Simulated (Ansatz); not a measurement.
NiAs2H8⁻, that is trans-NiH2(AsH3)2 with one electron more. Total charge -1; doublet. Geometry PBE0-D4/def2-SVP, that of the neutral singlet; atoms count from 1.

```xyz
11

Ni   -0.001    0.014    0.030
H    -0.460    1.450   -0.087
As    2.137    0.494   -0.102
H     2.916   -0.120   -1.244
H     3.042    0.009    1.010
H     2.728    1.888   -0.214
H     0.458   -1.424    0.132
As   -2.137   -0.490    0.122
H    -2.704   -1.869    0.405
H    -2.945   -0.221   -1.129
H    -3.033    0.268    1.077
```

The highest occupied level of the charge -1 doublet lies above zero (up to 1.42 eV). Energy differences disagree on whether the electron is bound (positive means bound): -0.19 eV (vertical, to the charge 0 singlet, at PBE0-D4/def2-TZVPD), but 0.06 eV at PBE-D4/def2-TZVPD.

Problem. Estimate the Mulliken populations from the PBE0/def2-TZVPD orbitals of Ansatz.

Solution. 
```tsv
atom	charge (e)	spin (α − β)	d electrons
Ni1	-1.02	0.53	9.20
H2	0.05	-0.13	–
As3	-0.68	0.40	–
H4	0.21	-0.02	–
H5	0.20	-0.01	–
H6	0.23	0.00	–
H7	0.05	-0.13	–
As8	-0.67	0.40	–
H9	0.22	0.00	–
H10	0.21	-0.02	–
H11	0.20	-0.01	–
```
Mulliken values and Mayer orders depend strongly on the basis. With diffuse functions, as here, like atoms can get unlike values, and bond orders can come out too low or too high.

Problem. Where does the spin sit?

Solution. Summed by element: Ni 0.53, H -0.34, As 0.81, of 1 unpaired in all. Largest on single atoms: Ni1 0.53, As3 0.40, As8 0.40.

Problem. And the Mayer bond orders between bonded heavy atoms (over 0.3)?

Solution. Ni1–As3 1.26 (2.20 Å); Ni1–As8 1.26 (2.20 Å). Values over 0.3 also appear between atoms too far apart for a bond (As3–As8 0.44 at 4.39 Å); they arise where an orbital or an unpaired electron spreads over both atoms.
